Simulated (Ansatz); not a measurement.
Cost and result for the atomization energy of CH$_{6}$FNOSi, SMILES `N[SiH2]C(O)F` (11 atoms, 10 bonds).

```xyz
11

N     0.198    1.378   -0.665
Si    0.363   -0.340   -0.790
C    -0.396   -0.956    0.851
O    -0.022   -0.129    1.881
F    -1.794   -0.921    0.691
H    -0.687    1.807   -0.887
H     0.959    1.966   -0.965
H     1.818   -0.635   -0.833
H    -0.331   -0.960   -1.948
H    -0.154   -1.981    1.145
H     0.047    0.769    1.521
```

Total charge 0; spin multiplicity 1. The structure was optimised at the PBE0-D4/def2-TZVP level. It is one conformer, not always the lowest. Program: Ansatz. All runs use 4 threads of an Arm Neoverse V2 on a shared host. Times are those of one run each, without the atoms' runs, and a repeat can differ threefold. Electronic energies, without spin–orbit coupling; frozen cores. CCSD(T)/CBS adds CCSD(T) − MP2 in def2-TZVPP to the MP2 limit, and its time is that of the two runs behind it. T1 = 0.012. B3LYP takes the VWN-RPA correlation (the form of Gaussian; ORCA's B3LYP/G).

CCSD(T)/CBS is a level of theory with its own doubt, some kJ/mol a heavy atom from the limit and from the frozen cores, so smaller differences don't rank the functionals.

```tsv
level	functions	wall time	atomization (kcal/mol)	difference from CCSD(T)/CBS	per bond
PBE-D4/def2-TZVPP (with forces)	250	2.5 s	949.7	18.1	1.8
PBE0-D4/def2-TZVPP	250	2.8 s	926.0	-5.6	-0.6
B3LYP-D4/def2-TZVPP (with forces)	250	4.5 s	930.1	-1.5	-0.1
r2SCAN-D4/def2-TZVPP (with forces)	250	4.9 s	929.0	-2.6	-0.3
B2PLYP/def2-TZVPP	250	5.5 s	919.0	-12.6	-1.3
ωB97X-V/def2-TZVPP	250	7.5 s	935.1	3.5	0.4
ωB97M-V/def2-TZVPP (with forces)	250	11 s	934.5	2.9	0.3
MP2/def2-QZVPP	478	23 s	936.2	4.6	0.5
CCSD(T)/def2-TZVPP	250	3 min	902.4	-29.2	-2.9
CCSD(T)/CBS(def2)	–	3.3 min	931.6	0.0	0.0
```

In def2-TZVPP, CCSD(T) changes the Hartree–Fock value by +261.2 kcal/mol (the triples alone add +14.9 kcal/mol) and MP2 by +277.7 kcal/mol; breaking electron pairs costs correlation energy, which Hartree–Fock lacks. From PBE to PBE0 (25 % exact exchange), in def2-TZVPP and without D4, the atomization energy moves by −22.9 kcal/mol: exact exchange takes away binding that semilocal exchange gives to molecules. The D4 term adds +7.8 kcal/mol with B3LYP and +4.1 kcal/mol with PBE0; it sums over pairs of atoms, weighted by their polarisabilities, and B3LYP, whose exchange is more repulsive, gets the larger term.
